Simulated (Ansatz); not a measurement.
Input file for CH₇BFNSi, SMILES `C[SiH2]B(N)F`:

```yaml
crystal:
  periodic: [false, false, false]
  atoms:
    - {symbol: C, position_ang: [-1.831311, 0.418582, -0.759759]}
    - {symbol: Si, position_ang: [-0.523557, -0.728089, -0.051036]}
    - {symbol: B, position_ang: [1.017257, 0.297675, 0.785885]}
    - {symbol: N, position_ang: [2.353990, 0.047648, 0.487899]}
    - {symbol: F, position_ang: [0.755000, 1.274892, 1.674967]}
    - {symbol: H, position_ang: [-1.415339, 1.038836, -1.556785]}
    - {symbol: H, position_ang: [-2.670178, -0.147145, -1.170235]}
    - {symbol: H, position_ang: [-2.214837, 1.082393, 0.018380]}
    - {symbol: H, position_ang: [-0.000318, -1.627424, -1.124399]}
    - {symbol: H, position_ang: [-1.147462, -1.610919, 0.978695]}
    - {symbol: H, position_ang: [3.111703, 0.556121, 0.916528]}
    - {symbol: H, position_ang: [2.641851, -0.657669, -0.166239]}
basis:
  gaussian: {orbitals: def2-SVP}
correlation: {method: ccsd_t}
```

```sh
$ ansatz run in.yaml --threads 4 --pin off --events-out ev --progress --plain
```

The program prints (abridged):

```
Functional definition: HF
1086 factors; integrals over basis functions are off by at most 1.2e-3 eV
mean field evaluation 1: about -13855.0491 eV, gradient 3.9e1 eV
mean field evaluation 2: about -13855.1141 eV, gradient 3.9e1 eV
mean field evaluation 4: about -13858.6933 eV, gradient 3.3e0 eV
mean field evaluation 8: about -13858.7398 eV, gradient 2.0e-1 eV
mean field -13858.73997503 eV, -509.2993002910 hartree, gradient 7.8e-7 eV, S^2 0.000000; 0 other end points of the search recorded, 0 dependent functions left out
9 core orbitals not correlated: weight in the atoms' cores, before any rotation towards them, 1.000 or more for the frozen orbitals, at most 0.000 for the correlated occupied ones
reference -13858.73997503 eV, -509.2993002910 hartree; 15, 15 occupied and 85, 85 virtual orbitals, 1086 factors
second order -18.54404708 eV of doubles, -0.00000000 eV of singles
cycle   1  -19.42557079 eV  change   -8.8e-1 eV  update   9.9e-2
cycle   2  -19.90918687 eV  change   -4.8e-1 eV  update   3.0e-2
cycle   3  -20.02637799 eV  change   -1.2e-1 eV  update   1.6e-2
cycle   4  -20.02454001 eV  change    1.8e-3 eV  update   4.2e-3
cycle   5  -20.02163801 eV  change    2.9e-3 eV  update   1.6e-3
cycle   6  -20.02165996 eV  change   -2.2e-5 eV  update   5.5e-4
cycle   7  -20.02146613 eV  change    1.9e-4 eV  update   1.6e-4
cycle   8  -20.02141887 eV  change    4.7e-5 eV  update   6.2e-5
cycle   9  -20.02142969 eV  change   -1.1e-5 eV  update   2.6e-5
perturbative correction -0.49848666 eV, -0.0183190470 hartree
Total energy: -13879.25989138 eV, -510.0533933079 hartree
```

Run time 3.9 s (4 threads of a server CPU on a shared host); peak host memory 0.55 GiB.

The correlation energy is -20.520 eV, 2.4 % of it from (T); the T1 diagnostic reads 0.0126.
